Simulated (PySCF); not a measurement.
NICS in isomers of C4H2F2O2.

Definitions: NICS(0) = −σiso at the ring centroid; NICS(1) = −σiso and NICS(1)zz = −σzz at ±1 Å along the ring normal z. Level: GIAO PBE0/pcSseg-1 (PySCF, non-relativistic, gas phase) on the GFN2-xTB geometries, one conformer each. Atom numbers follow the mapped SMILES.

Question: Order these rings by mean NICS(1)zz, lowest (most negative) first (ppm).
A. ring C2–C3–O4–C5–C7–O8 in `[F:1][C:2]1=[CH:3][O:4][C:5]([F:6])=[CH:7][O:8]1`
B. ring C2–O3–C4–C5–C7 in `[O:1]=[C:2]1[O:3][CH2:4][C:5]([F:6])=[C:7]1[F:8]`
C. ring C2–C3–C4 in `[O:1]=[c:2]1[cH:3][c:4]1[O:5][CH:6]([F:7])[F:8]`

Answer: C (-10.5), B (-5.7), A (16.9).

```tsv
SMILES	ring	NICS(0)	NICS(1)	NICS(1)zz	HOMA	rms pucker (Å)	ring atoms with four or more neighbours
O=c1cc1OC(F)F	3-membered carbocycle; bonds drawn aromatic by RDKit's count	-25.1	-8.6	-10.5	0.52	0.00	0
O=C1OCC(F)=C1F	5-membered ring with O; formal bonds 1 double, 4 single	-9.3	-4.3	-5.7	–	0.00	1
FC1=COC(F)=CO1	6-membered ring with 2 O; formal bonds 2 double, 4 single	4.1	3.7	16.9	-0.80	0.00	0
```

NICS(0) gives the same order. The isotropic NICS(1) gives the same order. HOMA uses Krygowski's 1993 parameters; it is left out where a ring has a four-coordinate atom, a triple bond, no multiple bond or a kind of bond without parameters. NICS(1) and NICS(1)zz are means over the two faces.
